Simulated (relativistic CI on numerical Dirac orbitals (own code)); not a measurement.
Fe5+: K-beta X-ray emission

Computed with this model: Dirac-Coulomb-Breit CI, orbitals from a KLI potential per configuration, a model potential for QED, valence Slater integrals scaled by 0.8, multiplet model of X-ray emission after core ionisation; configurations [Ar] 3d3 → 1s 2s2 2p6 3s2 3p6 3d3 → [Ne] 3s2 3p5 3d3; 300 K; Lorentzian 1.6 eV and Gaussian 1 eV FWHM. Energies are those of the free ion, without screening or charge transfer. S is read from ⟨S²⟩ = S(S + 1).

Field parameters in Wybourne normalisation: Td as Oh with Dq negative (B⁴₀ = 21Dq, B⁴₄ = √(5/14) B⁴₀). The field is a parameter set, without covalency.

Computed curve for free ion, scaled to 100 at the maximum (points under 2 are left out and the grid is thinned):

```
Energy (eV)  Intensity
     7043.6        2.1
     7044.2        3.1
     7044.8        5.4
     7045.4        9.4
     7046.0       12.9
     7046.6       11.5
     7047.0        9.0
     7047.6        6.4
     7048.2        6.4
     7048.8        9.0
     7049.4       14.6
     7050.0       18.3
     7050.6       14.9
     7051.2        9.3
     7051.8        6.1
     7052.4        4.6
     7053.0        3.6
     7053.6        3.0
     7054.0        2.8
     7054.6        2.9
     7055.2        3.5
     7055.8        5.0
     7056.4        7.2
     7057.0        7.9
     7057.6        6.3
     7058.2        4.7
     7058.8        4.1
     7059.4        4.2
     7060.0        4.9
     7060.6        6.0
     7061.0        7.1
     7061.6       10.0
     7062.2       15.1
     7062.8       22.7
     7063.4       30.9
     7064.0       34.0
     7064.6       30.6
     7065.2       27.5
     7065.8       31.9
     7066.4       46.5
     7067.0       69.3
     7067.6       90.0
     7068.0       94.6
     7068.6       89.6
     7069.2       92.4
     7069.8      100.0
     7070.4       92.3
     7071.0       68.4
     7071.6       40.8
     7072.2       23.2
     7072.8       14.5
     7073.4       10.0
     7074.0        7.3
     7074.6        5.6
     7075.0        4.8
     7075.6        3.9
     7076.2        3.3
     7076.8        2.8
     7077.4        2.4
     7078.0        2.1
```

The ground state has S = 1.50, and the centroid lies at 7065.61 eV.
